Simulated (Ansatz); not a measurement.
**ICl (iodine monochloride): the vertical ionisation energy from total energies**

ICl: 2 atoms, total charge 0, spin state singlet. As SMILES, `ClI`. The coordinates come from a GFN2-xTB relaxation.

```csv
atom,x (Å),y (Å),z (Å)
Cl,0.0000,0.0000,0.0000
I,0.0000,0.0000,2.3065
```

Both states at this one shape; open shells run unrestricted unless said. 1 Eh = 27.2114 eV.

```tsv
level	program	singlet ICl (Eh)	doublet ICl+ (Eh)
CAM-B3LYP/STO-3G	Ansatz	-7308.228946	-7307.897267
wB97X/STO-3G	Ansatz	-7308.213937	-7307.875718
B2PLYP/STO-3G, 23 core orbitals frozen	Ansatz	-7307.356945	-7307.041949
CCSD/STO-3G, 23 core orbitals frozen	Ansatz	-7305.289436	-7304.998363
```

Q: Work out the vertical ionisation energy at each level.

A: 
1. CAM-B3LYP/STO-3G: -7307.897267 − (-7308.228946) = 0.331679 Eh = 9.03 eV.
2. wB97X/STO-3G: -7307.875718 − (-7308.213937) = 0.338219 Eh = 9.20 eV.
3. B2PLYP/STO-3G: -7307.041949 − (-7307.356945) = 0.314996 Eh = 8.57 eV.
4. CCSD/STO-3G: -7304.998363 − (-7305.289436) = 0.291073 Eh = 7.92 eV.

No measured value is set beside it here; the levels span 7.92 to 9.20 eV. Spin-orbit coupling, which splits open shells on such heavy atoms by tenths of an eV, is left out. Minimal sets are far from the basis-set limit. All-electron rows are non-relativistic unless named.
